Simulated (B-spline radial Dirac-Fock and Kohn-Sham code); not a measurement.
# K-line shifts caused by a second vacancy in V⁺

System: V⁺, configuration [Ar] 3d4.

Input file task.json (cfg lists n, l and occupation; rrms is the nuclear radius in fm):

```json
{"items": [{
  "Z": 23,
  "q": 1,
  "cfg": [[1, 0, 2], [2, 0, 2], [2, 1, 6], [3, 0, 2], [3, 1, 6], [3, 2, 4]],
  "A": 51,
  "rrms": 3.6002,
  "do": ["binding", "quiet", "double"]
}]}
```

Run with: `python xray_run.py task.json out`

Model: Dirac-Fock ΔSCF + Breit + QED. Program: a radial atomic solver. Each two-hole energy is an average over J within one jj subconfiguration, not an observable level; in light atoms, where LS coupling holds, the j-resolved values are not observed lines, and for a K spectator the Kα1 hypersatellite is nearly forbidden. Correlation energy is missing from these numbers.

Lines without a spectator: Kα2 (K-L2) 4944.7 eV, Kα1 (K-L3) 4951.6 eV, Kβ3 (K-M2) 5424.4 eV, Kβ1 (K-M3) 5425.2 eV. Shifts in eV with one spectator hole (a dash: not computed, or left out as unreliable):

```
spectator hole     Kα2     Kα1     Kβ3     Kβ1
        K (1s)  +238.5  +239.8  +296.1  +296.3
    L2 (2p1/2)  +20.87  +25.60       –   +59.4
    L3 (2p3/2)  +24.23  +23.09   +57.9       –
    M2 (3p1/2)       –   +1.63   +3.84   +5.11
    M3 (3p3/2)   +1.52       –   +4.89   +4.54
```

With n spectator holes in 2p, averaged over the 2p shell (energies in eV):

```
n    KαLⁿ   step  hypersatellite KαʰLⁿ
0  4949.3      –                5188.7
1  4973.2  +23.9                5213.8
2  4998.2  +25.0                5239.9
3  5024.3  +26.1                5267.2
4  5051.5  +27.2                5295.7
5  5079.9  +28.4                5325.3
```
